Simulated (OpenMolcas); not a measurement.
**Ionisation energies of boron**

```json
{
  "Program": "OpenMolcas",
  "Basis": "ANO-RCC-VTZP [4s3p2d1f]",
  "Scalar Hamiltonian": "DKH2, point nucleus",
  "Spin-orbit coupling": "RASSI with atomic mean-field integrals over the reference wave functions, term energies averaged over their components"
}
```

Active shells in each charge state: the valence s, p shells, with orbitals averaged over the low states. Where CASPT2's correlated closed shells are named, they are those of the first ion.

A. CASSCF
B. SS-CASPT2, IPEA 0.25 Eh, imaginary shift 0.1 Eh (closed shells correlated: 1s)
C. SS-CASPT2, IPEA 0.25 Eh, imaginary shift 0.1 Eh (closed shells correlated: none)
D. SS-CASPT2, IPEA 0 Eh, imaginary shift 0.1 Eh (closed shells correlated: 1s)

Energies in eV between the lowest computed levels (charge -1 gives the electron affinity), named as in B; reference values from the NIST Atomic Spectra Database with their kind.

| From | To | A | B | C | D | Spin-orbit share in B | Reference |
| --- | --- | --- | --- | --- | --- | --- | --- |
| B- 2s² 2p² ³P₀ | B 2s² 2p ²P°_1/2 | -1.317 | -0.646 | -0.661 | -0.534 | -0.000 |  |
| B 2s² 2p ²P°_1/2 | B+ 2s² ¹S₀ | 7.190 | 7.981 | 7.941 | 8.095 | +0.001 | 8.298 (measured) |
| B+ 2s² ¹S₀ | B2+ 2s ²S_1/2 | 25.049 | 25.092 | 25.095 | 25.093 | +0.000 | 25.155 (measured) |
| B2+ 2s ²S_1/2 | B3+ 1s² ¹S₀ | 37.820 | 37.864 | 37.820 | 37.865 | +0.000 | 37.931 (measured) |

Error against the reference values, in %:

```json
{"From": "B", "Reference": "measured", "A": "-13.4", "B": "-3.8", "C": "-4.3", "D": "-2.4"}
{"From": "B+", "Reference": "measured", "A": "-0.4", "B": "-0.3", "C": "-0.2", "D": "-0.2"}
{"From": "B2+", "Reference": "measured", "A": "-0.3", "B": "-0.2", "C": "-0.3", "D": "-0.2"}
```

Mean absolute error over the 3 measured values: A 0.44 eV, B 0.15 eV, C 0.18 eV, D 0.11 eV. D lies closest.

No diffuse functions were added, so the electron affinity comes out too small, and without dynamic correlation a bound anion can come out unbound.

° marks odd parity.
